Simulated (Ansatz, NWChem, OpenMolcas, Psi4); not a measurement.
# Worked example: Si(CH3)Cl + SiH2Cl2 → SiH(CH3) + SiHCl3

Gas-phase species: Si(CH3)Cl, singlet; SiH2Cl2 (dichlorosilane (DCS)) `Cl[SiH2]Cl`, singlet; SiH(CH3), singlet; SiHCl3 (trichlorosilane) `Cl[SiH](Cl)Cl`, singlet. The partners trade Cl for H; both sit on Si, so the bond types are kept.

Shapes, held fixed at every level: PBE0-D4/def2-TZVP. Programs: Ansatz 0.2.0, NWChem 7.3.0, OpenMolcas 26.06. A level may come from different programs for different species; with the same settings they agree closely. Electronic energies: no zero-point or thermal term.

At PBE0/def2-SVP; 1 Eh = 2625.50 kJ/mol:

| species | energy (Eh) |
| --- | --- |
| Si(CH3)Cl | -789.021109 |
| SiH2Cl2 | -1210.377915 |
| SiH(CH3) | -329.637609 |
| SiHCl3 | -1669.742603 |

Question: Work out ΔE of the reaction at this level.

Answer: 
1. Products less reactants: (-329.637609) + (-1669.742603) − [(-789.021109) + (-1210.377915)] = 0.018812 Eh = +49.4 kJ/mol.

Other levels give +46.2 (HF/def2-SVP) to +123.0 kJ/mol (HF/STO-3G). No measured value is set beside it here. PBE0/def2-SVP lies outside the range of the other correlated levels here, so it shouldn't be taken on trust. The median of the other correlated levels is +57.9 kJ/mol.
